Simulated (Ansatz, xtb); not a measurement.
# FH3Se3Si: which of two conformers lies lower

Structure I is `F[Si]([SeH])([SeH])[SeH]`, a singlet and structure II is `F[Si]([SeH])([SeH])[SeH]`, a singlet. Both are isolated molecules in the gas phase, relaxed with PBE0-D4/def2-SVP.

I (Å):

```yaml
atoms:
  - { symbol: F, position_ang: [1.3582, -1.7612, -0.3703] }
  - { symbol: Se, position_ang: [1.5758, 0.4422, 1.7686] }
  - { symbol: Se, position_ang: [0.4281, 0.7148, -1.9472] }
  - { symbol: Se, position_ang: [-1.6105, -0.9689, 0.7239] }
  - { symbol: Si, position_ang: [0.4695, -0.4546, 0.0011] }
  - { symbol: H, position_ang: [0.6284, 1.5658, 1.8494] }
  - { symbol: H, position_ang: [-0.6335, 1.5998, -1.4427] }
  - { symbol: H, position_ang: [-2.1235, -1.1952, -0.6385] }
```

II (Å):

```xyz
8

F    -1.4052   -0.9063   -0.3532
Se   -2.4484   -3.2321   -2.2767
Se   -1.2605   -3.6995    1.1883
Se    1.0880   -2.5844   -1.4333
Si   -1.0418   -2.4550   -0.6864
H    -3.6398   -2.7692   -1.5425
H    -0.4262   -2.7760    1.9782
H     0.8725   -1.5217   -2.4319
```

**Question.** Which of the two would you expect CCSD(T)/def2-SVP + ΔMP2/def2-TZVPP electronic energies to favour?

**Answer.** Structure II; the calculation gives E(II) − E(I) = −0.048 eV.

How the difference moves with the method:

```csv
level,geometry,E(II) − E(I) (eV),departure from the last row (eV),"job, with rough time for the two"
PBE0-D4/def2-SVP,PBE0-D4/def2-SVP,−0.067,−0.019,"optimisation, 3.8 min"
HF/def2-SVP,PBE0-D4/def2-SVP,−0.071,−0.023,part of the CCSD(T) run
MP2/def2-SVP,PBE0-D4/def2-SVP,−0.072,−0.024,part of the CCSD(T) run
CCSD(T)/def2-SVP,PBE0-D4/def2-SVP,−0.065,−0.017,single point
CCSD(T)/def2-SVP + ΔMP2/def2-TZVPP,PBE0-D4/def2-SVP,−0.048,,"single point, 2 min"
```

The levels shown agree on the order. The largest departure from CCSD(T)/def2-SVP + ΔMP2/def2-TZVPP is that of MP2/def2-SVP, 0.024 eV. Levels run at GFN2-xTB geometries aren't shown. The last row adds to CCSD(T) the change of the MP2 difference between the two basis sets, here +0.017 eV.

With thermal terms from frequencies at re-optimised GFN2-xTB minima (ideal gas, soft modes damped towards free rotors, one conformer each, 298.15 K, 1 atm): on the last row, ΔE + ΔZPE = −0.055, ΔH = −0.050, ΔG = −0.039 eV.

The correlated steps freeze 33 core orbitals; the filled d shell of Se is correlated, in a basis made for valence electrons. Codes used: Ansatz 0.2.0, xtb 6.7.1; the last row on 2 threads of Arm Neoverse V2 on a shared host.
